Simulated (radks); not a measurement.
Spherical jellium clusters: N electrons in a uniform positive sphere of charge N and radius rs N^(1/3), rs = 2.85 bohr. Calculated with a radial shooting solver with Libxc functionals: non-relativistic Kohn-Sham, LDA (Slater exchange, Perdew-Wang correlation), spin-polarised, spherical densities. Levels are named by radial order and angular momentum (1s, 1p, 1d, 2s, ...), and open shells are averaged over m.

N = 37, configuration 1s2 1p6 1d10 2s2 1f14 2p(up 3, down 0). This is the lowest configuration that the search found. Occupied and some empty levels:

level    occupation  eigenvalue (eV)  <r> (bohr)
1s up             1          -8.3699       5.415
1s down           1          -8.0771       5.721
1p up             3          -7.1705       6.602
1p down           3          -7.0026       6.740
1d up             5          -5.7425       7.410
1d down           5          -5.6325       7.451
2s up             1          -5.2652       6.199
2s down           1          -4.9200       6.040
1f up             7          -4.1145       8.069
1f down           7          -4.0219       8.066
2p up             3          -3.3934       7.192
2p down           0          -3.0689       7.325
1g up             0          -2.3257       8.716
1g down           0          -2.2314       8.698
2d up             0          -1.5775       8.840
3s up             0          -1.4578       9.256
2d down           0          -1.3720       9.137
3s down           0          -1.2794       9.508

Energy (eV): total -58.0318, kinetic 119.11, external -4622.4, Hartree 2272.9, exchange-correlation -181.21, background 2353.6.

Electron density:

r (bohr)  n(r) (e/bohr^3)
0.307             0.01034
1.08              0.01050
1.85              0.01065
2.62              0.01055
3.39              0.01018
4.17             0.009879
4.94              0.01002
5.71              0.01061
6.48              0.01111
7.25              0.01071
8.02             0.008966
8.79             0.006272
9.57             0.003629
10.3             0.001811
11.1            0.0008305
11.9            0.0003610
12.7            0.0001517
13.4           0.00006240
14.2           0.00002509
15.0           0.00001013
